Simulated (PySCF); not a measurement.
# Which basis set comes closest?

Molecule: 2-Chloropyridine (Clc1ccccn1, C5H4ClN).

Molfile (atoms numbered from 1):
```
C5H4ClN
     RDKit          3D

 11 11  0  0  0  0  0  0  0  0999 V2000
    4.1273   -2.3821   -0.8084 Cl  0  0  0  0  0  0  0  0  0  0  0  0
    2.6042   -1.5489   -0.7414 C   0  0  0  0  0  0  0  0  0  0  0  0
    2.6108   -0.1511   -0.6853 C   0  0  0  0  0  0  0  0  0  0  0  0
    1.3785    0.4885   -0.6335 C   0  0  0  0  0  0  0  0  0  0  0  0
    0.2128   -0.2780   -0.6394 C   0  0  0  0  0  0  0  0  0  0  0  0
    0.3395   -1.6629   -0.6976 C   0  0  0  0  0  0  0  0  0  0  0  0
    1.5163   -2.2864   -0.7480 N   0  0  0  0  0  0  0  0  0  0  0  0
    3.5526    0.3984   -0.6833 H   0  0  0  0  0  0  0  0  0  0  0  0
    1.3297    1.5792   -0.5890 H   0  0  0  0  0  0  0  0  0  0  0  0
   -0.7737    0.1874   -0.5999 H   0  0  0  0  0  0  0  0  0  0  0  0
   -0.5485   -2.3045   -0.7043 H   0  0  0  0  0  0  0  0  0  0  0  0
  1  2  1  0
  2  3  2  0
  3  4  1  0
  4  5  2  0
  5  6  1  0
  6  7  2  0
  7  2  1  0
  3  8  1  0
  4  9  1  0
  5 10  1  0
  6 11  1  0
M  END
```

Geometry PBE0-D3(BJ)/def2-SVP throughout; GIAO in PySCF, gas phase, one conformer, non-relativistic; equivalent atoms averaged; functional PBE0.

Reference values (estimated from measurements, as parent shift plus tabulated substituent increments; solution, not stated per compound (mostly CDCl3 or CCl4); Pretsch, Buehlmann, Badertscher, Structure Determination of Organic Compounds, 4th ed. (2009)): δ(C2) = 151.6 ppm, δ(C3) = 124.5 ppm, δ(C4) = 138.7 ppm, δ(C5) = 122.3 ppm, δ(C6) = 149.8 ppm, δ(H8) = 7.34 ppm, δ(H9) = 7.64 ppm, δ(H10) = 7.25 ppm. Computed shifts are taken against TMS, calculated as an isolated molecule at each level.

Problem. How do the basis sets STO-3G, pcSseg-0, 6-31G, 6-31G*, cc-pVDZ, def2-SVP, pcSseg-1, aug-cc-pVDZ, 6-311+G(2d,p), def2-TZVP, cc-pVTZ, IGLO-III, pcSseg-2 perform against the reference? Times are CPU seconds on shared hosts with different chips, so compare them loosely.

Solution. 
| basis set | functions | C2 | C3 | C4 | C5 | C6 | H8 | H9 | H10 | mean abs. error C | mean abs. error H | core-s |
| --- | --- | --- | --- | --- | --- | --- | --- | --- | --- | --- | --- | --- |
| STO-3G | 43 | 125.5 | 108.4 | 115.0 | 107.3 | 120.9 | 7.22 | 7.43 | 7.23 | 22.0 | 0.12 | 2.8 |
| pcSseg-0 | 75 | 172.8 | 135.5 | 147.3 | 132.4 | 162.1 | 7.22 | 7.55 | 7.15 | 12.6 | 0.10 | 6.3 |
| 6-31G | 75 | 154.4 | 122.4 | 132.2 | 119.1 | 144.0 | 7.35 | 7.59 | 7.26 | 4.1 | 0.02 | 5.3 |
| 6-31G* | 110 | 151.5 | 120.0 | 131.0 | 116.1 | 142.9 | 7.01 | 7.39 | 6.90 | 5.1 | 0.31 | 8 |
| cc-pVDZ | 122 | 158.9 | 125.1 | 136.4 | 121.7 | 148.2 | 7.10 | 7.46 | 6.94 | 2.5 | 0.24 | 11 |
| def2-SVP | 122 | 158.3 | 122.7 | 135.2 | 119.5 | 147.1 | 7.09 | 7.37 | 6.86 | 3.5 | 0.30 | 10 |
| pcSseg-1 | 146 | 162.7 | 130.3 | 143.3 | 126.5 | 155.1 | 7.27 | 7.64 | 7.08 | 6.2 | 0.08 | 13 |
| aug-cc-pVDZ | 201 | 158.4 | 123.4 | 135.9 | 120.3 | 148.8 | 7.50 | 7.78 | 7.30 | 2.7 | 0.12 | 24 |
| 6-311+G(2d,p) | 221 | 162.0 | 128.4 | 141.2 | 124.3 | 153.5 | 7.48 | 7.71 | 7.24 | 4.5 | 0.07 | 21 |
| def2-TZVP | 247 | 164.3 | 129.9 | 143.0 | 125.8 | 155.0 | 7.43 | 7.70 | 7.22 | 6.2 | 0.06 | 33 |
| cc-pVTZ | 270 | 162.9 | 129.0 | 142.0 | 125.1 | 153.9 | 7.41 | 7.68 | 7.21 | 5.2 | 0.05 | 37 |
| IGLO-III | 294 | 167.5 | 132.8 | 146.1 | 128.7 | 158.4 | 7.45 | 7.68 | 7.19 | 9.3 | 0.07 | 40 |
| pcSseg-2 | 315 | 168.8 | 134.0 | 147.5 | 130.0 | 159.8 | 7.44 | 7.71 | 7.23 | 10.6 | 0.06 | 50 |

For 13C the closest is cc-pVDZ (2.5 ppm, with aug-cc-pVDZ practically level) and the furthest STO-3G (22.0 ppm).

For 1H the closest is 6-31G (0.02 ppm, with cc-pVTZ practically level) and the furthest 6-31G* (0.31 ppm). Where a smaller basis beats a larger one, errors probably cancel; the largest sets show where the functional converges. One molecule is a small sample, and vibrational and solvent effects are absent from the calculation.

A small basis that lands close on one nucleus may do so by chance; judge by the trend and by all nuclei.
